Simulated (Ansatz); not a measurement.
Isolated molecules relaxed with PBE0-D4/def2-TZVP in Ansatz; ΔE leaves out vibrations. CCSD(T)/CBS is the MP2 limit (def2-TZVPP, def2-QZVPP) plus CCSD(T) − MP2 in def2-TZVPP, frozen cores. This one scheme is used for every species. DFT in def2-TZVPP. B3LYP here is the variant with VWN-RPA as its local correlation; programs differ in this. Triplets are unrestricted, without spin–orbit coupling.

Reaction (formal loss of a carbene): `CB(F)F` → `FBF` + `[CH2]` (triplet)

```
           level  ΔE (kJ/mol)  difference from CCSD(T)/CBS
     LDA (SPW92)        568.3                         79.0
       revPBE-D4        482.0                         -7.3
         BLYP-D4        480.8                         -8.5
       r2SCAN-D4        473.0                        -16.3
        BHLYP-D4        472.2                        -17.1
         ωB97M-V        495.1                          5.8
             PBE        493.7                          4.4
          r2SCAN        471.9                        -17.4
           B3LYP        476.2                        -13.1
       CAM-B3LYP        485.3                         -4.0
     HF/def2-SVP        352.4                       -136.9
    MP2/def2-SVP        478.2                        -11.1
   CCSD/def2-SVP        462.0                        -27.3
CCSD(T)/def2-SVP        469.0                        -20.3
  MP2/def2-TZVPP        489.0                         -0.3
    HF/CBS(def2)        343.4                       -145.9
     CCSD(T)/CBS        489.3                            0
```

Largest T1 diagnostic among the species: 0.013.

In def2-TZVPP, CCSD(T) changes the Hartree–Fock value by +133.7 kJ/mol (the triples alone add +10.2 kJ/mol) and MP2 by +145.1 kJ/mol. At CCSD(T), def2-SVP lies −20.3 kJ/mol from the extrapolated value and def2-TZVPP −11.7 kJ/mol. From r2SCAN to r2SCAN0 (25 % exact exchange), in def2-TZVPP and without D4, ΔE moves by −4.2 kJ/mol.
